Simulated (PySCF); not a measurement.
How methods differ on the ionisation energy of Sn⁺

Sn⁺ [Kr] 4d10 5s2 5p1 [5p1/2^1, M_J = 1/2] → Sn²⁺ [Kr] 4d10 5s2, as a difference of total energies. Calculation: PySCF 2.14, in x2c-TZVPall-2c; the two-component X2C-1e Hamiltonian. Correlated levels: [Ar] 3d10 frozen; the 6 highest virtual spinors dropped. "Screened" scales the spin-orbit matrix elements by Boettger's factors to mimic the two-electron term; Breit and QED terms are absent.

**Question.** Order these methods by the ionisation energy they give, lowest first.
A. GMP2 (screened spin-orbit)
B. GHF (screened spin-orbit)
C. GMP2 (spin-free)
D. GHF (spin-free)

**Answer.** D (13.733 eV), C (14.043 eV), B (14.088 eV), A (14.412 eV).

The spin-free rows lack the spin-orbit shift.

Errors of the correlated levels include the incompleteness of this basis and the frozen core.

For comparison: 14.633 eV (measured; NIST Atomic Spectra Database, ionization energies).
